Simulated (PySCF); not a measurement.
**phenylsilane: calculation and literature**

Geometry:
```
atom   x (Å)   y (Å)   z (Å)
 Si1   2.530  -0.042   0.245
  C2   0.660  -0.028   0.072
  C3  -0.059  -1.219  -0.113
  C4  -1.447  -1.207  -0.242
  C5  -2.142  -0.001  -0.187
  C6  -1.445   1.193  -0.003
  C7  -0.058   1.177   0.125
  H8   3.174   0.757  -0.844
  H9   3.021  -1.451   0.169
 H10   2.951   0.552   1.551
 H11   0.473  -2.173  -0.157
 H12  -1.989  -2.146  -0.385
 H13  -3.231   0.010  -0.288
 H14  -1.986   2.141   0.040
 H15   0.472   2.124   0.268
```

Published estimates (parent shift plus substituent increments) and measurements: δ ¹³C C3/C7 135.8; C5 129.8; C4/C6 128.1 ppm (estimated from measurements, as parent shift plus tabulated substituent increment; solution, not stated per compound (mostly CDCl3 or CCl4); Pretsch, Buehlmann, Badertscher, Structure Determination of Organic Compounds, 4th ed. (2009)).
δ ¹H H11/H15 7.50; H13 7.30; H12/H14 7.25 ppm (measured; solution, CCl4, 309 K; Shapiro, Mohrmann, J. Phys. Chem. Ref. Data 1977, 6, 919).
δ ¹H H11/H15 7.52; H13 7.32; H12/H14 7.27 ppm (measured; solution, CCl4; Shapiro, Mohrmann, J. Phys. Chem. Ref. Data 1977, 6, 919).

Equivalent nuclei averaged, no solvent, one conformer, relativity neglected. Shielding tensors at KT2/pcSseg-1 (GIAO); geometry: PBE0-D3(BJ)/def2-SVP; PySCF 2.14.0 with density-fitted response routines.

Task: What does the calculation give, and how does it compare?

Result: 
Reference values: estimated from measurements, as parent shift plus tabulated substituent increment (solution, not stated per compound (mostly CDCl3 or CCl4); Pretsch, Buehlmann, Badertscher, Structure Determination of Organic Compounds, 4th ed. (2009)).
```csv
atoms,quantity,reference,computed,"computed, scaled"
C3/C7,δ ¹³C,135.8,131.0,136.4
C5,δ ¹³C,129.8,124.4,129.3
C4/C6,δ ¹³C,128.1,123.2,127.9
```

Reference values: measured (solution, CCl4, 309 K; Shapiro, Mohrmann, J. Phys. Chem. Ref. Data 1977, 6, 919).
| atoms | quantity | reference | computed |
| --- | --- | --- | --- |
| H11/H15 | δ ¹H | 7.50 | 7.40 |
| H13 | δ ¹H | 7.30 | 7.14 |
| H12/H14 | δ ¹H | 7.25 | 7.14 |

Reference values: measured (solution, CCl4; Shapiro, Mohrmann, J. Phys. Chem. Ref. Data 1977, 6, 919).
| atoms | quantity | reference | computed |
| --- | --- | --- | --- |
| H11/H15 | δ ¹H | 7.52 | 7.40 |
| H13 | δ ¹H | 7.32 | 7.14 |
| H12/H14 | δ ¹H | 7.27 | 7.14 |

Computed shifts are σ(ref) − σ with the named reference compound (TMS for H and C) calculated as an isolated molecule at the same level. The measured values may be among those fitted. Scaled to experiment by linear calibration (H and C: mostly CDCl3 data, vs TMS): ¹³C: δ = 192.54 − 1.076σ (rms 1.2 ppm, 39 shifts, 2.4 ppm with the 5 outliers that the fit left out). A few per cent of atoms miss by over 2 rms, more outside the fitted compound classes.

Task: How far are the unscaled ¹³C shifts from the references?

Result: Mean signed difference -5.03 ppm, mean absolute 5.03 ppm over 3 comparisons; the largest is -5.4 ppm at C5 (aromatic CH).

Task: How far are the unscaled ¹H shifts from the references?

Result: Mean signed difference -0.13 ppm, mean absolute 0.13 ppm over 6 comparisons; the largest is -0.18 ppm at H13 (hydrogen on an aromatic CH).
